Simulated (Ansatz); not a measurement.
A made-up structure of InBH4O, closed shell:

```
atom    x (Å)    y (Å)    z (Å)
  B1  -1.0058  -0.7180   1.6008
 In2   0.0167   0.5488   0.4355
  O3   0.5577  -0.3551  -1.5368
  H4  -0.0294  -0.2785  -2.3051
  H5   1.3919  -0.8343  -1.6607
  H6   0.2503   2.0640   1.2252
  H7  -1.2851  -0.2571   2.6167
```

It is relaxed with PBE-D4/def2-SVP and then PBE0-D4/def2-TZVP (Ansatz 0.2.0). Atoms count as bonded within 1.22 times the sum of their covalent radii (H–H: 0.88 Å). The end point is not checked to be a true minimum.

**Question.** Does its bonding change? (Judge from chemistry; the calculation decides.)

**Answer.** The calculation gives: Yes. Formed: B1–O3; broken: In2–O3.

Where it ends: The first stage lowers the energy by 2.56 eV in 40 steps. It ends as InBH₄O ([OH2][BH][InH]):
B1  (-0.403, -0.181, 0.405)
In2  (0.603, 1.632, 1.026)
O3  (0.216, -1.000, -0.847)
H4  (-0.176, -0.643, -1.651)
H5  (0.048, -1.950, -0.803)
H6  (0.286, 3.343, 1.034)
H7  (-0.677, -1.031, 1.212)
(Å)

Labels in which every atom is bracketed show which atoms are joined, not bond orders.

For scale, one of the runs: PBE0-D4/def2-TZVP relaxation, 136 basis functions, launched by `ansatz run in.yaml --threads 2 --pin off --events-out ev --progress --plain --max-ram 4352MiB`. Hardware: 2 CPU threads of an Intel Xeon 6975P-C, shared host. Wall time about 22 s.
